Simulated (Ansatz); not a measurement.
Ansatz (an electronic-structure program) input for C₂H₅O₂, SMILES COC=[OH+], charge +1, B3LYP-D3(BJ)/def2-SVP. 

Ansatz 0.2 input:
```yaml
crystal:
  periodic: [false, false, false]
  atoms:
    - {symbol: C, position_ang: [-1.47886985, 0.20591003, -0.17680467]}
    - {symbol: O, position_ang: [-0.33763525, -0.61539096, -0.48525979]}
    - {symbol: C, position_ang: [0.81996211, -0.37530515, -0.07714241]}
    - {symbol: O, position_ang: [1.22697411, 0.57512690, 0.64759835]}
    - {symbol: H, position_ang: [-1.35481232, 1.21364589, -0.57944292]}
    - {symbol: H, position_ang: [-2.32620187, -0.27293436, -0.66694983]}
    - {symbol: H, position_ang: [-1.65877597, 0.23797297, 0.90001850]}
    - {symbol: H, position_ang: [1.59112337, -1.08960444, -0.39188592]}
    - {symbol: H, position_ang: [0.58740244, 1.24940325, 0.96323427]}
basis:
  gaussian:
    orbitals: def2-SVP
hamiltonian:
  xc: b3lyp
  dispersion: d3bj
total_charge: 1
relax: {f_tol: 0.002, max_steps: 200}
```

It prints:

```
WARN ansatz: RAYON_NUM_THREADS=1 ignored (pool sized by the plan → 1); use --threads N
Functional definition: B3LYP
integrals: 0.03 GiB planned
888 factors; integrals over basis functions are off by at most 3.3e-4 eV
mean field: 0.26 GiB planned
mean field evaluation 1: about -6227.1360 eV, gradient 7.2e1 eV
mean field evaluation 2: about -6220.9649 eV, gradient 9.4e1 eV
mean field evaluation 4: about -6236.7590 eV, gradient 3.9e0 eV
mean field evaluation 8: about -6236.7826 eV, gradient 2.8e-1 eV
mean field -6236.78275285 eV, -229.1975387240 hartree, gradient 5.1e-5 eV, S^2 0.000000; 0 other end points of the search recorded, 0 dependent functions left out
the calculation of the forces begins
reference -6236.78294596 eV, -229.1975458208 hartree; 16, 16 occupied and 65, 65 virtual orbitals, 888 factors
relax step   1: F+E_penalty+E_count = -6236.99525613 eV  Δ(F+E_penalty+E_count) = +0.000e0 eV  max|allowed force component| = 7.432e-1 eV/Å  Δτ_max = 0.0000 Å  (25 SCF iters, accepted)
these checks for a lower state are left out or cut short: starts, cluster_reference, orbital_swaps, neighbouring_geometries, increment
integrals: 0.03 GiB planned
888 factors; integrals over basis functions are off by at most 3.4e-4 eV
mean field: 0.26 GiB planned
mean field evaluation 16: about -6236.8061 eV, gradient 1.5e0 eV
mean field -6236.80862106 eV, -229.1984893632 hartree, gradient 4.9e-5 eV, S^2 0.000000; 0 other end points of the search recorded, 0 dependent functions left out
the calculation of the forces begins
reference -6236.80881424 eV, -229.1984964625 hartree; 16, 16 occupied and 65, 65 virtual orbitals, 888 factors
relax step   2: F+E_penalty+E_count = -6237.02077461 eV  Δ(F+E_penalty+E_count) = -2.552e-2 eV  max|allowed force component| = 4.066e-1 eV/Å  Δτ_max = 0.0142 Å  (25 SCF iters, accepted)
these checks for a lower state are left out or cut short: starts, cluster_reference, orbital_swaps, neighbouring_geometries, increment
integrals: 0.03 GiB planned
888 factors; integrals over basis functions are off by at most 3.5e-4 eV
mean field: 0.26 GiB planned
mean field -6236.81691653 eV, -229.1987942160 hartree, gradient 5.8e-5 eV, S^2 0.000000; 0 other end points of the search recorded, 0 dependent functions left out
the calculation of the forces begins
reference -6236.81710942 eV, -229.1988013046 hartree; 16, 16 occupied and 65, 65 virtual orbitals, 888 factors
relax step   3: F+E_penalty+E_count = -6237.02893964 eV  Δ(F+E_penalty+E_count) = -8.165e-3 eV  max|allowed force component| = 7.612e-2 eV/Å  Δτ_max = 0.0237 Å  (26 SCF iters, accepted)
these checks for a lower state are left out or cut short: starts, cluster_reference, orbital_swaps, neighbouring_geometries, increment
integrals: 0.03 GiB planned
888 factors; integrals over basis functions are off by at most 3.5e-4 eV
mean field: 0.26 GiB planned
mean field -6236.81738938 eV, -229.1988115929 hartree, gradient 5.9e-5 eV, S^2 0.000000; 0 other end points of the search recorded, 0 dependent functions left out
the calculation of the forces begins
reference -6236.81758211 eV, -229.1988186757 hartree; 16, 16 occupied and 65, 65 virtual orbitals, 888 factors
relax step   4: F+E_penalty+E_count = -6237.02951007 eV  Δ(F+E_penalty+E_count) = -5.704e-4 eV  max|allowed force component| = 4.768e-2 eV/Å  Δτ_max = 0.0095 Å  (25 SCF iters, accepted)
these checks for a lower state are left out or cut short: starts, cluster_reference, orbital_swaps, neighbouring_geometries, increment
integrals: 0.03 GiB planned
888 factors; integrals over basis functions are off by at most 3.5e-4 eV
mean field: 0.26 GiB planned
mean field evaluation 32: about -6236.8173 eV, gradient 2.7e-1 eV
mean field -6236.81746091 eV, -229.1988142218 hartree, gradient 2.1e-5 eV, S^2 0.000000; 0 other end points of the search recorded, 0 dependent functions left out
the calculation of the forces begins
reference -6236.81765360 eV, -229.1988213029 hartree; 16, 16 occupied and 65, 65 virtual orbitals, 888 factors
relax step   5: F+E_penalty+E_count = -6237.02965165 eV  Δ(F+E_penalty+E_count) = -1.416e-4 eV  max|allowed force component| = 6.285e-3 eV/Å  Δτ_max = 0.0064 Å  (23 SCF iters, accepted)
these checks for a lower state are left out or cut short: starts, cluster_reference, orbital_swaps, neighbouring_geometries, increment
integrals: 0.03 GiB planned
888 factors; integrals over basis functions are off by at most 3.5e-4 eV
mean field: 0.26 GiB planned
mean field -6236.81745035 eV, -229.1988138336 hartree, gradient 2.5e-5 eV, S^2 0.000000; 0 other end points of the search recorded, 0 dependent functions left out
the calculation of the forces begins
reference -6236.81764303 eV, -229.1988209147 hartree; 16, 16 occupied and 65, 65 virtual orbitals, 888 factors
relax step   6: F+E_penalty+E_count = -6237.02965457 eV  Δ(F+E_penalty+E_count) = -2.918e-6 eV  max|allowed force component| = 3.106e-3 eV/Å  Δτ_max = 0.0015 Å  (20 SCF iters, accepted)
these checks for a lower state are left out or cut short: starts, cluster_reference, orbital_swaps, neighbouring_geometries, increment
integrals: 0.03 GiB planned
888 factors; integrals over basis functions are off by at most 3.5e-4 eV
mean field: 0.26 GiB planned
mean field -6236.81744620 eV, -229.1988136810 hartree, gradient 2.5e-5 eV, S^2 0.000000; 0 other end points of the search recorded, 0 dependent functions left out
the calculation of the forces begins
reference -6236.81763888 eV, -229.1988207620 hartree; 16, 16 occupied and 65, 65 virtual orbitals, 888 factors
relax step   7: F+E_penalty+E_count = -6237.02965585 eV  Δ(F+E_penalty+E_count) = -1.278e-6 eV  max|allowed force component| = 4.672e-4 eV/Å  Δτ_max = 0.0010 Å  (18 SCF iters, accepted)
integrals: 0.03 GiB planned
888 factors; integrals over basis functions are off by at most 3.5e-4 eV
mean field: 0.26 GiB planned
mean field -6236.81744620 eV, -229.1988136810 hartree, gradient 2.5e-5 eV, S^2 0.000000; 1 other end points of the search recorded, 0 dependent functions left out
the calculation of the forces begins
reference -6236.81763888 eV, -229.1988207620 hartree; 16, 16 occupied and 65, 65 virtual orbitals, 888 factors
Total energy: -6237.02984853 eV, -229.2066193229 hartree
Atom 0 at    -1.498305     0.223483    -0.168092 Å, force    -0.000239    -0.000467    -0.000243 eV/Å
Atom 1 at    -0.333871    -0.616334    -0.482042 Å, force    -0.000139     0.000294     0.000210 eV/Å
Atom 2 at     0.837132    -0.385482    -0.079946 Å, force     0.000375     0.000189     0.000253 eV/Å
Atom 3 at     1.226726     0.584695     0.650132 Å, force    -0.000155    -0.000393    -0.000373 eV/Å
Atom 4 at    -1.336983     1.228533    -0.583853 Å, force     0.000266     0.000089     0.000212 eV/Å
Atom 5 at    -2.337495    -0.267613    -0.670529 Å, force     0.000059     0.000063    -0.000053 eV/Å
Atom 6 at    -1.652745     0.228793     0.920553 Å, force     0.000121     0.000081     0.000056 eV/Å
Atom 7 at     1.616308    -1.097068    -0.389853 Å, force    -0.000038    -0.000079    -0.000078 eV/Å
Atom 8 at     0.548398     1.229819     0.936996 Å, force    -0.000249     0.000223     0.000015 eV/Å
Dipole moment:    -0.129940     0.224672     0.122366 e Å
```

The calculation finished and met its thresholds.

Cost: about 12 core-seconds (a rough figure).
